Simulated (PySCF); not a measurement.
Telling isomers of C₆H₁₀N₂ apart by NMR

A single conformation, isolated molecule, non-relativistic, equivalent nuclei averaged. NMR shieldings at PBE0/pcSseg-1/GIAO; geometry: GFN2-xTB; PySCF 2.14.

Chemical shifts δ = σref − σ; 1H (31.72 ppm), 13C (186.93 ppm) vs TMS, all at this level. Where no couplings were computed, multiplicities follow the n + 1 count of equivalent neighbours, and m marks all less simple cases (inequivalent or close neighbours, rings, F or P nearby). Shifts are as computed. Against solution values, carbons near 30 ppm lie about +3 ppm off and those near 130 ppm about +5 ppm. Of 1211 compounds with measured shifts, 218 miss one by over three times the rms of a fit or turn the order of signals round; such compounds aren't used in these exercises. OH and NH positions are gas-phase values without hydrogen bonding to other molecules.

(1) Tabulate the signals of `Cn1ccc(CN)c1`, `C=C/C=N/NC1CC1` and their relative energies.

(2) What is the quickest way to tell Cn1ccc(CN)c1 from C=C/C=N/NC1CC1?

Answers

(1) 
```json
{"SMILES": "Cn1ccc(CN)c1", "carbon types": "1×C 3×CH 1×CH2 1×CH3", "δC": "137.8, 124.4, 120.7, 113.2, 45.5, 36.9", "δH": "6.44 (m, 1H), 6.42 (m, 1H), 6.19 (m, 1H), 3.72 (s, 2H), 3.70 (s, 3H), 0.62 (br s, 2H)", "E rel. (kcal/mol)": "0.0"}
{"SMILES": "C=C/C=N/NC1CC1", "carbon types": "3×CH 3×CH2", "δC": "145.0, 134.1, 118.3, 32.0, 9.6", "δH": "7.01 (d, 1H), 6.72 (m, 1H), 5.37 (br s, 1H), 5.32 (m, 1H), 5.25 (m, 1H), 2.99 (m, 1H), 0.67 (m, 2H), 0.54 (m, 2H)", "E rel. (kcal/mol)": "51.2"}
```

Energies are electronic energies at PBE0/pcSseg-1 on these geometries, without zero-point or thermal terms, each for the one conformer computed, which needn't be the lowest.

(2) Count the carbon signals: 6 against 5. The first has a substituted aromatic carbon (C) at 137.8 ppm, the second a terminal =CH2 carbon at 118.3 ppm. Their most deshielded carbons lie at 137.8 and 145.0 ppm. In the proton spectra the most deshielded non-exchanging signals are 6.44 (m, 1H) and 7.01 (d, 1H).
